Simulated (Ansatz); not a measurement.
Born–Oppenheimer molecular dynamics of C2H9NO2Si (15 atoms, charge 0, multiplicity 1). It starts from a relaxed structure.

The calculation used Ansatz 0.2.0, UKS B3LYP/STO-3G.

| Item | Value |
| --- | --- |
| ensemble | NVE (velocity Verlet) |
| time step | 1 fs |
| steps asked | 67 |
| starting velocities drawn for | 400 K |
| seed | 27646 |

First frame:

```xyz
15
Properties=species:S:1:pos:R:3
C -0.782 -1.542 -1.385
Si 0.072 -1.162 0.238
C 0.147 0.744 0.544
N 1.037 1.407 -0.508
O 0.709 1.167 1.853
O -1.230 1.232 0.415
H -1.809 -1.156 -1.386
H -0.826 -2.624 -1.565
H -0.251 -1.079 -2.226
H 1.430 -1.660 0.233
H -0.633 -1.764 1.348
H 1.989 0.952 -0.383
H 1.217 2.381 -0.114
H 0.013 0.800 2.515
H -1.105 2.254 0.452
```

(1) How far do the bonds stretch over the last three quarters of this one trajectory? (Pairs bonded in most of those frames.)

## Answers

(1) 
```tsv
bond	mean (Å)	spread (Å)	shortest	longest
C1–Si2	1.880	0.043	1.81	1.94
C1–H7	1.098	0.008	1.08	1.11
C1–H8	1.100	0.021	1.07	1.13
C1–H9	1.099	0.012	1.08	1.12
Si2–C3	1.926	0.027	1.88	1.98
Si2–H10	1.447	0.006	1.44	1.46
Si2–H11	1.447	0.022	1.42	1.48
C3–N4	1.550	0.033	1.49	1.59
C3–O5	1.481	0.044	1.41	1.55
C3–O6	1.470	0.024	1.43	1.50
N4–H12	1.070	0.029	1.02	1.12
N4–H13	1.072	0.034	1.02	1.12
O5–H14	1.029	0.018	1.00	1.06
O6–H15	1.036	0.031	0.99	1.08
```

Mean temperature of the second half: 191 K. The conserved energy stayed within 1.5 meV per atom of its start (net change 0.38 meV per atom), so the integration is sound. The temperature averaged 0.48 of the 400 K drawn at the start: a run that starts near a minimum puts about half its kinetic energy into the potential. A run of 0.067 ps of so small a system gives no equilibrium averages. Limits of this set-up: minimal basis.

Time of the run: 6.8 min on 1 thread of Intel(R) Xeon(R) Platinum 8259CL CPU @ 2.50GHz (Skylake/Cascade Lake) (shared host), peak memory 0.19 GiB.
